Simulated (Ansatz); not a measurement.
Consider the atomization: `[SH][Ga]([SH])[Br]` → Br• + Ga• + 2 H• + 2 S•.

Gas-phase electronic energies from Ansatz, PBE0-D4/def2-TZVP geometries. CCSD(T)/CBS adds triple-zeta CCSD(T) − MP2 to the extrapolated MP2 energy (def2 sets, frozen cores). This one scheme is used for every species, atoms too. Functionals use def2-TZVPP. Open shells (•) are unrestricted, without spin–orbit coupling. Spin–orbit coupling would lower the free atoms: a little for S; clearly for Br, Ga. For Br, Ga outer-core shells are correlated without core-valence functions, so the limit isn't a true one: a few kJ/mol of doubt a bond, and 10 to 20 or more in all where bonds break to atoms. Scalar relativity is left out up to krypton. One conformer a species, not always the lowest.

CCSD(T)/CBS gives +399.4 kcal/mol.

**Question.** Another level gave +402.2 kcal/mol. Which?
A. B2PLYP/def2-TZVPP
B. CCSD(T)/def2-TZVPP
C. PBE-D4/def2-TZVPP
D. r2SCAN-D4/def2-TZVPP

**Answer.** D. r2SCAN-D4 402.2, CCSD(T)/def2-TZVPP 387.1, PBE-D4 400.7, B2PLYP 385.6 kcal/mol.

Largest T1 diagnostic among the species: 0.013.

In def2-TZVPP, CCSD(T) changes the Hartree–Fock value by +108.5 kcal/mol (the triples alone add +9.2 kcal/mol) and MP2 by +118.4 kcal/mol; breaking electron pairs costs correlation energy, which Hartree–Fock lacks. From PBE to PBE0 (25 % exact exchange), in def2-TZVPP and without D4, ΔE moves by −3.8 kcal/mol: exact exchange takes away binding that semilocal exchange gives to molecules.

For atomizations the MP2-based limit and the directly extrapolated one differ by several kJ/mol either way, and by 10 to 25 for some Ge, Se and Sn compounds, so smaller differences from it don't rank the levels.
